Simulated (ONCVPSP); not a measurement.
## What the settings do to the ONCV potential of F

Base potential:

| Item | Value |
| --- | --- |
| Element | F |
| Generator | ONCVPSP 4.0.1 |
| Type | optimised norm-conserving Vanderbilt (ONCV) |
| Functional | PBE |
| Relativity | scalar-relativistic |
| Frozen core | [He] |
| Valence charge | 7 |
| Reference configuration | 2s2 2p5 |
| Partial waves | 2s: rc 0.85 bohr, ncon 4, nbas 7, qcut 6.2 1/bohr, local; 2p: rc 1.60 bohr, ncon 3, nbas 8, qcut 7 1/bohr, 1 projector; d scattering state at 0.1 Ha: rc 1.55 bohr, ncon 5, nbas 9, qcut 5.4 1/bohr, 1 projector |
| Local potential | the s channel |
| Core correction | Teter function, fcfact 4.25, rcfact 1.65 |

Cutoffs, loose and tight: the cutoffs (Ha) at which the residual kinetic energy of the hardest occupied pseudo-wave falls to 1 and 0.1 mHa per electron. They do not see the model core or the augmentation charge, which bear on the density cutoff. Test errors are all-electron minus pseudo excitation energies from the reference, over the configurations 2s2 2p4; 2s2 2p3; 2s2 2p2; 2s1 2p5. A dash means not determined; rows that change the core or the reference have their own tests.

| change | outcome | cutoff, loose | cutoff, tight | bound ghosts | GHOST(+) flags above zero | largest test error (meV) |
| --- | --- | --- | --- | --- | --- | --- |
| base | generated | 145 Ha | 175 Ha | none | none | +2588 |
| s: nproj 1; local potential polynomial inside 0.80 bohr (lpopt 5, dvloc0 6 Ha) | generated | 145 Ha | 175 Ha | none | none | +2520 |
| s: qcut 7.7 | generated | 125 Ha | 166 Ha | none | none | +2563 |
| core correction Teter function, fcfact 3.75, rcfact 1.5 | generated | 145 Ha | 175 Ha | none | none | +2580 |
| s: rc 1.26 | generated | 21 Ha | 61 Ha | none | none | +2884 |
| s: nbas 8 | generated | 206 Ha | 248 Ha | none | none | +2610 |
| core correction Teter function, fcfact 4.25, rcfact 0.94 | generated | 145 Ha | 175 Ha | none | none | +2561 |
| p: ncon 4, nbas 9 | generated | 145 Ha | 175 Ha | none | none | +2288 |
| p: rc 1.94 | generated | 145 Ha | 175 Ha | none | none | +3973 |

Question: What comes out with this change to the base: all radii but the core radius scaled by about 1.12 (s 0.96, p 1.80, d 1.74 bohr)?

Answer: outcome: generated; cutoff, loose: 107 Ha; cutoff, tight: 135 Ha; bound ghosts: none; GHOST(+) flags above zero: d; largest test error (meV): +3429.
